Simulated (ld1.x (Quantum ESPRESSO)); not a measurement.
# Before and after: PAW potential for hafnium

```
Element                 : hafnium (Hf)
Generator               : ld1.x (Quantum ESPRESSO) 7.5
Type                    : PAW
Functional              : PBE
Relativity              : scalar-relativistic
Frozen core             : [Xe] 4f14
Valence charge          : 4
Reference configuration : 5d3 6s1 6p0
Partial waves           : 6s (bound): rcut 2.80, rcutus 3.20 bohr; 6s channel at 3.2 Ry: rcut 2.80, rcutus 3.20 bohr; 6p (bound, empty): rcut 3.10, rcutus 4.30 bohr; 6p channel at 1.2 Ry: rcut 3.10, rcutus 4.30 bohr; 5d (bound): rcut 2.00, rcutus 2.35 bohr; 5d channel at 2.15 Ry: rcut 2.00, rcutus 2.35 bohr
Local potential         : all-electron potential smoothed inside 2.45 bohr (lloc = -2)
Core correction         : Bessel-smoothed model core inside 1.40 bohr
Augmentation charge     : PSQ, inside the norm-conserving radii
```

Change: all radii but the core radius scaled by about 0.93 (s 2.98, p 4.00, d 2.18 bohr, rcut 2.60/2.88/1.86); local potential all-electron potential smoothed inside 2.28 bohr (lloc = -2).

Cutoffs: the cutoffs (Ry, on a coarse ladder) from which the occupation-weighted sum of valence levels, in a spherical-Bessel basis at the reference potential, stays within 10 and 1 mRy of its value at 400 Ry; they do not see the model core or the augmentation charge, which bear on the density cutoff. Errors are all-electron minus pseudo energies relative to the spin-unpolarised reference configuration.

Task: Predict the effect on cutoff, ghosts and configuration errors.

Result: The potential gets harder (15 Ry and 21 Ry → 18 Ry and 25 Ry); the errors of the 7 common tests hardly move; neither file shows a bound ghost. A smaller radius makes the pseudo-wave follow the all-electron one further in, where it bends more sharply, so more plane waves are needed.

| quantity | base | changed |
| --- | --- | --- |
| cutoff, loose | 15 Ry | 18 Ry |
| cutoff, tight | 21 Ry | 25 Ry |
| loose cutoff by channel (10 mRy a level) | s 6 Ry, d 12 Ry | s 6 Ry, d 15 Ry |
| bound ghosts | none | none |
| error for 5d2 6s2 6p0, meV [ΔE -2.59 eV] | -14 | -14 |
| error for 5d2 6s1 6p0, meV [ΔE 5.38 eV] | -24 | -24 |
| error for 5d2 6s0 6p0, meV [ΔE 19.56 eV] | -76 | -76 |
| error for 5d2 6s0 6p2, meV [ΔE 5.27 eV] | -41 | -41 |
| error for 5d2 6s1.5 6p0, meV [ΔE 0.66 eV] | -16 | -16 |
| error for 5d1 6s2 6p1, meV [ΔE -0.63 eV] | -106 | -113 |
| error for 5d1 6s2 6p0, meV [ΔE 3.91 eV] | -119 | -121 |
| lowest overlap eigenvalue by channel | s 0.61, p 0.61, d 0.33 | s 0.69, p 0.58, d 0.55 |
